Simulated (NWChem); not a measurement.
System: AlNH2BrCl; SMILES [Al]([Br])([NH2])[Cl]

Excerpt of the output:

```
             Northwest Computational Chemistry Package (NWChem) 7.3.0
             --------------------------------------------------------

 CS  symmetry detected

                             Geometry "geometry" -> ""
                             -------------------------

 Output coordinates in angstroms (scale by  1.889725989 to convert to a.u.)

  No.       Tag          Charge          X              Y              Z
 ---- ---------------- ---------- -------------- -------------- --------------
    1 Al                  13.0000    -0.42713989     0.60788696     0.00000000
    2 Cl                  17.0000     0.98095749     2.17178479     0.00000000
    3 Br                  35.0000     0.26645364    -1.54161873     0.00000000
    4 N                    7.0000    -2.14836103     0.98739270     0.00000000
    5 H                    1.0000    -2.88646023     0.29458331     0.00000000
    6 H                    1.0000    -2.52434890     1.92745140     0.00000000

 Effective nuclear repulsion energy (a.u.)     355.7308413116

      Symmetry information
      --------------------

 Group name             Cs
 Group number              2
 Group order               2
 No. of unique centers     6

                                 NWChem DFT Module
                                 -----------------

 Summary of "ao basis" -> "ao basis" (spherical)
 ------------------------------------------------------------------------------
       Tag                 Description            Shells   Functions and Types
 ---------------- ------------------------------  ------  ---------------------
 Al                         def2-svp                 8       18   4s3p1d
 Cl                         def2-svp                 8       18   4s3p1d
 Br                         def2-svp                12       32   5s4p3d
 N                          def2-svp                 6       14   3s2p1d
 H                          def2-svp                 3        5   2s1p

      Symmetry analysis of basis
      --------------------------

        a'         66
        a"         26

            General Information
            -------------------
          SCF calculation type: DFT
          Wavefunction type:  closed shell.
          No. of atoms     :     6
          No. of electrons :    74
           Alpha electrons :    37
            Beta electrons :    37
          Charge           :     0
          Spin multiplicity:     1
          Use of symmetry is: on ; symmetry adaption is: on
          Maximum number of iterations: 150
          AO basis - number of functions:    92
                     number of shells:    40
          Convergence on energy requested:  1.00D-06
          Convergence on density requested:  1.00D-05
          Convergence on gradient requested:  5.00D-04

              XC Information
              --------------
                         B3LYP Method XC Potential
                     Hartree-Fock (Exact) Exchange  0.200
                        Slater Exchange Functional  0.800 local
                    Becke 1988 Exchange Functional  0.720 non-local
              Lee-Yang-Parr Correlation Functional  0.810
                  VWN I RPA Correlation Functional  0.190 local

             Grid Information
             ----------------
          Grid used for XC integration:  medium
          Radial quadrature: Mura-Knowles
          Angular quadrature: Lebedev.
          Tag              B.-S. Rad. Rad. Pts. Rad. Cut. Ang. Pts.
          ---              ---------- --------- --------- ---------
          Al                  1.25       88           8.0       590
          Cl                  1.00       88          11.0       590
          Br                  1.15      112          11.0       590
          N                   0.65       49          10.0       434
          H                   0.35       45          11.0       434
          Grid pruning is: on
          Number of quadrature shells:   427
          Spatial weights used:  Erf1

      Superposition of Atomic Density Guess
      -------------------------------------

 Sum of atomic energies:       -3328.44348454

      Non-variational initial energy
      ------------------------------

 Total energy =   -3329.434903
 1-e energy   =   -5337.263950
 2-e energy   =    1652.098206
 HOMO         =      -0.364883
 LUMO         =      -0.013797

      Symmetry analysis of molecular orbitals - initial
      -------------------------------------------------

  Numbering of irreducible representations:

     1 a'          2 a"

  Orbital symmetries:

     1 a'          2 a'          3 a'          4 a'          5 a'
     6 a"          7 a'          8 a'          9 a'         10 a'
    11 a'         12 a'         13 a"         14 a'         15 a'
    16 a"         17 a'         18 a'         19 a'         20 a"
    21 a'         22 a'         23 a"         24 a'         25 a"
    26 a'         27 a'         28 a'         29 a'         30 a'
    31 a'         32 a'         33 a"         34 a'         35 a"
    36 a'         37 a"         38 a'         39 a"         40 a'
    41 a'         42 a'         43 a'         44 a'         45 a'
    46 a"         47 a'

     ---------------------------------------------
      Total Density - Mulliken Population Analysis
     ---------------------------------------------

    Atom       Charge   Shell Charges
 -----------   ------   -------------------------------------------------------
    1 Al  13    11.71   2.00  1.99  0.70  0.05  5.93  0.54  0.31  0.20
    2 Cl  17    17.47   2.00  1.99  1.23  0.72  5.94  2.18  3.40  0.01
    3 Br  35    35.45   2.00  2.00  2.00  1.36  0.58  6.00  5.99  2.39  3.12  8.23  1.73  0.05
    4 N    7     7.88   1.99  1.03  0.46  2.64  1.76  0.00
    5 H    1     0.75   0.58  0.12  0.05
    6 H    1     0.75   0.58  0.12  0.05

[...]
```

Level: B3LYP/def2-SVP. Coordinates come from a B3LYP/6-31G* (spherical d) optimisation. B3LYP is NWChem's, with the RPA form of VWN correlation.

### Question
Write an input that gives this output.

### Answer
One answer among several that fit: the input that was run:
```
start job
memory heap 200 mb stack 900 mb global 1100 mb
geometry units angstroms noautoz
  Al    -0.433550     0.563986     0.000000
  Cl     0.897502     2.193960     0.000000
  Br     0.362881    -1.549576     0.000000
  N     -2.171068     0.860057     0.000000
  H     -2.874903     0.132464     0.000000
  H     -2.591946     1.780893     0.000000
end
basis spherical
  Al library def2-svp
  Cl library def2-svp
  Br library def2-svp
  N library def2-svp
  H library def2-svp
end
dft
  xc b3lyp
  iterations 150
  mulliken
end
task dft energy
```
